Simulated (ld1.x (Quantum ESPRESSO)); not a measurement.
Ag: excitation energies, all-electron against TM semilocal

```json
{"Element": "Ag (Z = 47)", "Generator": "ld1.x (Quantum ESPRESSO) 7.5", "Type": "norm-conserving Troullier–Martins (semilocal form)", "Functional": "PBE", "Relativity": "scalar-relativistic", "Frozen core": "[Ar] 3d10", "Valence charge": "19", "Reference configuration": "4s2 4p6 4d10 5s0 5p1", "Partial waves": "4s (bound): rc 0.90 bohr; 4d (bound): rc 1.10 bohr; 4p (bound): rc 1.70 bohr", "Local potential": "the p channel", "Core correction": "none"}
```

Occupied shells without a wave of their own: 5p. They enter only through the test configuration that unscreens the potential.

Energies are relative to the spin-unpolarised reference configuration 4s2 4p6 4d10 5s0 5p1; without spin polarisation the order of configurations can differ from experiment.

```json
{"valence configuration": "4s2 4p6 4d10 5s1 5p0", "charge": "0", "ΔE all-electron (eV)": "-3.866", "error AE − PS (meV)": "-3.0"}
{"valence configuration": "4s2 4p6 4d10 5s0 5p0", "charge": "+1", "ΔE all-electron (eV)": "3.891", "error AE − PS (meV)": "-201"}
{"valence configuration": "4s2 4p6 4d9 5s0 5p0", "charge": "+2", "ΔE all-electron (eV)": "26.005", "error AE − PS (meV)": "-409"}
{"valence configuration": "4s2 4p6 4d9 5s2 5p0", "charge": "0", "ΔE all-electron (eV)": "0.211", "error AE − PS (meV)": "+58"}
{"valence configuration": "4s2 4p6 4d8 5s0 5p0", "charge": "+3", "ΔE all-electron (eV)": "62.198", "error AE − PS (meV)": "-631"}
{"valence configuration": "4s2 4p6 4d9 5s1 5p1", "charge": "0", "ΔE all-electron (eV)": "4.706", "error AE − PS (meV)": "+111"}
```

Q: What are ΔE and the potential's error for 4s1 4p6 4d10 5s1 5p0?

A: ΔE = 98.187 eV all-electron; the error (AE − PS) is -162 meV.

Levels in the configuration 4s2 4p6 4d9 5s0 5p0:

| level | all-electron (eV) | pseudo (eV) |
| --- | --- | --- |
| 4s | -117.599 | -117.820 |
| 4p | -80.977 | -81.200 |
| 4d | -28.891 | -29.107 |

The 5p level has no wave, so the channel is fitted at the deeper level alone: the likely source of the large errors.
